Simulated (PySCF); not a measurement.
Simulated C 1s region for `C=C1C[C@@H]1OC(F)F`, binding energy against the vacuum level.

Every computed line was given a Gaussian of 0.7 eV full width at half maximum and an area set by the number of equivalent atoms; the highest printed point is 100. Method used: PySCF 2.14.0, delta-SCF UKS SCAN, pcX-2 on the ionised atom, pcseg-1 elsewhere, spin-free X2C.

```
binding energy (eV)  intensity
              289.6          0
              289.8          1
              290.0          7
              290.2         22
              290.4         50
              290.6         81
              290.8        100
              291.0        100
              291.2         81
              291.4         50
              291.6         22
              291.8          7
              292.0          4
              292.2         11
              292.4         27
              292.6         44
              292.8         45
              293.0         29
              293.2         12
              293.4          3
              293.6          1
              293.8          0
              294.0          0
              294.2          0
              294.4          0
              294.6          0
              294.8          0
              295.0          0
              295.2          0
              295.4          0
              295.6          0
              295.8          0
              296.0          0
              296.2          0
              296.4          1
              296.6          7
              296.8         20
              297.0         39
              297.2         47
              297.4         36
              297.6         18
              297.8          5
              298.0          1
              298.2          0
```

Question: How many maxima does the curve show, and how many computed lines lie under it?

Answer: The curve has 3 maxima (at 290.9, 292.7 and 297.2 eV). Under it lie 5 lines from 5 inequivalent carbon sites. At this width some lines have no maximum of their own.

Question: Decompose the envelope and assign each component. Numbering: `[CH2:1]=[C:2]1[CH2:3][C@@H:4]1[O:5][CH:6]([F:7])[F:8]`.

Answer: 
```tsv
position (eV)	relative area	line	atoms	environment
290.60	1	C 1s	C1	terminal =CH2 carbon
290.90	1	C 1s	C2	fully substituted alkene carbon
291.20	1	C 1s	C3	allylic carbon
292.71	1	C 1s	C4	sp3 carbon bound to oxygen
297.18	1	C 1s	C6	CHF2 carbon
```

Question: What are the centre and the root-mean-square width of the whole band?

Answer: The area-weighted mean of the lines is 292.52 eV. Their own spread about it is 2.44 eV (rms) and each Gaussian has σ = 0.7/2.355 = 0.30 eV; the variances add, which gives 2.46 eV.

Lowest listed C 1s: C1, bonded to C (double bond) and 2 H. Highest, 6.58 eV above it: C6, bonded to 2 F, O and H.

No satellites, vibrations or lifetime broadening are included. Isolated species at its PBE0-D3(BJ)/def2-SVP geometry (one conformer only).

On Arm Neoverse V1, one thread, no GPU, shared host, this took 98 s wall.

Shape of the structure used: `[CH2:1]=[C:2]1[CH2:3][C@@H:4]1[O:5][CH:6]([F:7])[F:8]`: C3–C4–O5–C6 -149°, C4–O5–C6–F7 78°.
